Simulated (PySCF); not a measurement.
## Calculated properties of `CC(=O)[C@@H]1COCC[SiH2]1`

C6H12O2Si.
Geometry (PBE0-D3(BJ)/def2-SVP, Å), atoms numbered from 1 in this order:
```
atom  x, y, z in Å
C1     2.972    0.436    0.597
C2     1.887    0.450   -0.453
O3     2.034    1.024   -1.510
C4     0.620   -0.291   -0.133
C5    -0.180   -0.643   -1.396
O6    -1.364   -1.345   -1.131
C7    -2.406   -0.570   -0.603
C8    -2.174   -0.167    0.855
Si9   -0.517    0.713    1.027
H10    3.499   -0.531    0.548
H11    3.693    1.238    0.393
H12    2.566    0.534    1.615
H13    0.859   -1.214    0.427
H14   -0.383    0.283   -1.967
H15    0.429   -1.288   -2.048
H16   -3.318   -1.182   -0.691
H17   -2.560    0.336   -1.226
H18   -2.999    0.468    1.217
H19   -2.157   -1.072    1.486
H20   -0.004    0.717    2.431
H21   -0.596    2.122    0.530
```

Structural features include: ketone, ether, Si–H bond and C–Si bond.

**PBE0-D3(BJ)/def2-SVP geometry optimisation, gas phase (PySCF)**

- Point group: C1
- Rotational constants A, B, C: 2.417, 0.975, 0.784 GHz

**CAM-B3LYP/def2-SVPD ground state, ΔSCF and vertical TDDFT (core frozen in the response) (PySCF)**

* Dipole moment: 3.12 D
* HOMO energy: -8.59 eV
* LUMO energy: 0.63 eV
* HOMO–LUMO gap: 9.22 eV
* Lowest singlet excitation: 4.53 eV (274 nm, f = 0.001)
* Strongest line among the 10 lowest singlet transitions: S5 at 7.41 eV (167 nm, f = 0.101)
* Lowest triplet excitation (Tamm–Dancoff): 3.99 eV
* Static isotropic polarisability: 101.5 au
* Vertical ionisation energy: 9.27 eV
* Electronic spatial extent ⟨r²⟩ about the centre of nuclear charge: 1552 bohr²

PBE0/pcSseg-1 ground state and GIAO shieldings, non-relativistic (PySCF):

- Lowest Hirshfeld atomic charge: -0.24 e on O3
- Highest Hirshfeld atomic charge: +0.34 e on Si9
- 13C chemical shifts (computed TMS as zero) by class: 208.9 (C2), 70.2 (C5), 68.2 (C7), 41.8 (C4), 30.1 (C1), 9.7 (C8) ppm
- 1H chemical shifts (computed TMS as zero) by class: 4.38 (H20), 4.20 (H16), 4.12 (H15), 4.01 (H21), 3.57 (H14), 3.16 (H17), 2.38 (H13), 2.01 (H10/H11/H12), 1.03 (H19), 0.54 (H18) ppm
- Isotropic shieldings of nuclei other than C and H, by class: -321 (O3), 295 (O6), 390 (Si9) ppm
- Mayer bond orders between heavy atoms: C1–C2 1.01, C2–O3 2.01, C2–C4 0.93, C4–C5 1.00, C5–O6 0.93, O6–C7 0.94, C7–C8 1.02, C8–Si9 0.92, Si9–C4 0.82

Monoisotopic mass (most abundant isotopes): 144.0607 u.

With B = h/(8π²I), that is 505.379 GHz u Å² over I, the principal moments of inertia are 209.1, 518.2 and 644.3 u Å² (most abundant isotopes); the inertial defect Ic − Ia − Ib is -83.0 u Å² (zero for a rigid planar frame, negative otherwise). The principal polarisabilities are 86.8, 100.5 and 117.2 au; their mean is the isotropic value. S1 lies 4.69 eV below the HOMO–LUMO gap; its leading configuration is HOMO→LUMO, weight 0.78. In wavenumbers S1 is 36500 cm⁻¹ (1 eV = 8065.54 cm⁻¹). The rotational constants make it an asymmetric top with κ = (2B − A − C)/(A − C) = -0.77, nearer the prolate limit (−1). No computed singlet falls in the visible range (750 to 380 nm, 1.65 to 3.26 eV); S1 lies 1.27 eV above its blue end.

 NMR classes are plain means over equivalent atoms (diastereotopic ones count apart unless rotation or inversion swaps them), as if these changed places fast; in this geometry the members of some classes differ.

For the NMR shielding job (PBE0/pcSseg-1), the run took 43 s of wall time on Arm Neoverse V1, one thread (shared host), and the process peaked at 0.94 GiB of memory.

One conformer stands for the species.
